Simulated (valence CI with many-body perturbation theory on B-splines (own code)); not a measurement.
Values are calculated unless marked as measured or tabulated.
## Basis-set convergence for Ba⁴²⁺

Level of theory: valence CI with perturbative core correlation (CI+MBPT): four valence electrons over a frozen Dirac-Fock core [Ne], radial functions for each j: 9 s, 9 p, 8 d, 6 f, 3 g, 1 h, with the one-electron correlation potential Σ1, the two-electron term Σ2, the three-electron term Σ3, Breit, model QED; selected CI, second order for the rest, scaled by the run's own slope (own B-spline code, finite nucleus).

The last digits are not significant, and no measured levels were compared; by estimate large intervals hold to a few tenths of a per cent, small ones and those within an open d or f shell to about a per cent.

The reference run has the lowest level (3s^2 3p1/2^2) J=0 and an ionisation energy of 3267.60 eV. Its largest variational space holds 20000 state functions.

Levels are named by their leading jj configuration (3d3/2^4 stands for four electrons in 3d with j = 3/2), which in mixed levels can hold well under half, so a name can repeat and another be missing. Letters in brackets count levels of one name in rising energy.

Changed runs:
A. basis 6 s, 6 p, 5 d, 3 f, 1 g
B. basis 5 s, 5 p, 4 d, 2 f

Excitation energies of the reference run in cm⁻¹, and shifts in cm⁻¹:

```tsv
Level	Reference	A	B
(3s^2 3p1/2 3p3/2) J=1	714034	-93	-266
(3s^2 3p1/2 3p3/2) J=2	768163	+14	+103
(3s^2 3p3/2^2) J=2	1521340	-51	-85
(3s 3p1/2^2 3p3/2) J=2	1585350	-124	-351
(3s^2 3p3/2^2) J=0	1638960	+65	+255
(3s 3p1/2^2 3p3/2) J=1	1752410	+15	+73
(3s^2 3p1/2 3d3/2) J=2	1957410	+176	+407
(3s^2 3p1/2 3d5/2) J=2	2162230	-70	-296
(3s^2 3p1/2 3d3/2) J=1	2185400	+391	+1277
(3s^2 3p1/2 3d5/2) J=3	2206480	+188	+497
(3s 3p1/2 3p3/2^2) J=2 [a]	2355880	+116	+451
(3s 3p1/2 3p3/2^2) J=3	2400340	+61	+278
Ionisation energy (eV)	3267.60	-0.032	-0.10
```
